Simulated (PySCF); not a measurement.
# Spin-rotation constants: `P[Si@]1(C)C[C@H]1F`, C₃H₈FPSi

Cartesian coordinates in Å; atom numbers follow the order of the lines, from 1:
```xyz
14

C    -1.482   -1.314    0.149
Si    0.075   -0.285    0.204
P     1.831   -1.222    1.260
C     0.267    1.025   -1.115
C    -0.137    1.577    0.252
F    -1.387    2.130    0.315
H    -1.714   -1.717    1.146
H    -2.316   -0.671   -0.168
H    -1.394   -2.155   -0.555
H     2.663   -0.083    1.032
H     2.307   -1.913    0.103
H     1.225    1.353   -1.533
H    -0.546    1.055   -1.853
H     0.605    2.222    0.743
```

Method: PySCF 2.14.0, GIAO B97-2/pcSseg-1 magnetisability, rotational g tensor and spin-rotation constants, non-relativistic, gas phase. Geometry: PBE0-D3(BJ)/def2-SVP.

**Question.** Give the nuclear spin-rotation constants along the inertial axes (H = +C I·J) beside the isotropic shieldings.

**Answer.** Rotational constants 3.4416, 1.3820, 1.1759 GHz. A star marks the isotopologue with that one atom substituted, in its own axes.
```csv
atom,isotope,Caa (kHz),Cbb (kHz),Ccc (kHz),mean (kHz),σ (ppm)
P3,31P,3.346,1.107,1.186,1.880,585.9
F6,19F,1.708,0.477,0.062,0.749,420.4
H7,1H,-0.338,-0.115,-0.033,-0.162,30.8
H8,1H,-0.007,-0.134,-0.136,-0.093,31.1
H9,1H,-0.312,-0.096,-0.056,-0.154,30.7
H10,1H,-0.342,0.004,-0.134,-0.157,30.3
H11,1H,-0.299,-0.151,-0.001,-0.150,29.6
H12,1H,-0.363,-0.035,-0.080,-0.159,30.3
H13,1H,-0.193,-0.108,-0.081,-0.127,30.5
H14,1H,-0.349,0.066,-0.089,-0.124,26.6
C1,13C*,0.321,0.172,0.126,0.206,190.4
Si2,29Si*,-1.759,-0.624,-0.739,-1.040,436.4
C4,13C*,0.407,0.185,0.190,0.261,171.3
C5,13C*,0.570,0.355,0.334,0.420,106.0
```
For the geometry as given, no vibrational averaging.

**Question.** How do the rotational constants and the g tensor change when H7, H8, H9, H10, H11, H12, H13, H14 are replaced by deuterium?

**Answer.** Constants 2.7389, 1.2858, 1.0622 GHz; g -0.0010, -0.0076, -0.0067, against -0.0013, -0.0081, -0.0074 before.
